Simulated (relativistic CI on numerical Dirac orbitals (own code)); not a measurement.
## Mo II: from the plainest model towards the measured levels

Calculated with a relativistic CI code on KLI orbitals (one set per configuration, finite nucleus), adding one ingredient at a time: step 1, Dirac-Coulomb, each configuration alone; step 2, with Breit and QED terms; step 3, with configuration mixing; step 4, with scaled Slater integrals (0.85); step 5, with a P86 correlation estimate; step 6, tied to the ionisation limit. P86 is a density functional for the correlation energy, evaluated here for each configuration and added to its levels. Step 6 is semi-empirical: configurations made of the next ion and one excited electron move by 3857 cm⁻¹, so that their limit matches the tabulated ionisation energy, and those with a non-penetrating f or g electron also take the P86 value of the least penetrating other one.

Configuration list (outside the closed core [Kr]): 4d5, 4d4.5s, 4d4.5p, 4d4.4f, 4d3.5s.5p, 4d4.6s, 4d4.5d, 4d4.6p, 4d4.6d, 4d4.5f, 4d4.6f, 4d3.4f.5s, 4d3.5s2, 4d2.5s2.5p, 4d2.4f.5s2, 4d2.5s2.6s, 4d2.5s2.5d, 4d2.5s2.6p, 4d3.5s.6s, 4d2.5s.5p.6s, 4d2.4f.5s.6s, 4d2.5s.6s2, 4d2.5s.5d.6s, 4d2.5s.6s.6p.

Computed minus measured energy above the ground level, in cm⁻¹, for 5 of the 20 excited levels that pair in every step (one J of a term; a digit in brackets numbers repeated terms):

```csv
Configuration,Term,J,Measured,Step 1,Step 2,Step 3,Step 4,Step 5,Step 6
4d4.5s,a 6D,1/2,11783,-821,-583,3,-882,1850,5576
4d5,a 4G,5/2,15199,4838,4847,4074,1278,1402,1525
4d4.5p,z 6F°,1/2,45853,-3531,-3351,-3103,-4012,34,3831
4d4.5p,z 4P°,1/2,47208,733,874,-2313,-3536,558,4264
4d4.5p,z 6P°,3/2,49041,-3300,-3151,-2791,-4070,-19,3765
```

Mean absolute errors in cm⁻¹, over all paired levels and for the configurations:

```tsv
Configuration, levels	Step 1	Step 2	Step 3	Step 4	Step 5	Step 6
all, 20	2811	2712	2390	2646	909	3842
4d4.5s, 5	858	658	67	947	1790	5585
4d5, 4	4783	4778	4048	1250	1366	1482
4d4.5p, 11	2981	2895	2843	3926	343	3908
```

Measured levels: NIST Handbook of Basic Atomic Spectroscopic Data (Sansonetti and Martin, J. Phys. Chem. Ref. Data 34, 1559 (2005)).

**Question.** What does each ingredient do to the ground and the excited configurations, and where is the model closest to experiment?

**Answer.** Mixing lowers the ground level by 622, with 4d4.5d as its largest admixture; relative to it the configurations that move most are 4d4.5s by +592, 4d4.5p by -217. The P86 estimate moves 4d4.5p by +4055, 4d4.5s by +2737, and takes the mean absolute error of the excited configurations from 2995 to 795. Step 6 takes that error from 795 to 4432; it grows for 4d4.5s, 4d4.5p. The shift fits the limit, so it does little for low levels whose errors differ from those near the limit. The mean absolute error is lowest at step 5 (909 cm⁻¹), and the largest single drop is from step 4 to 5 (2646 to 909).
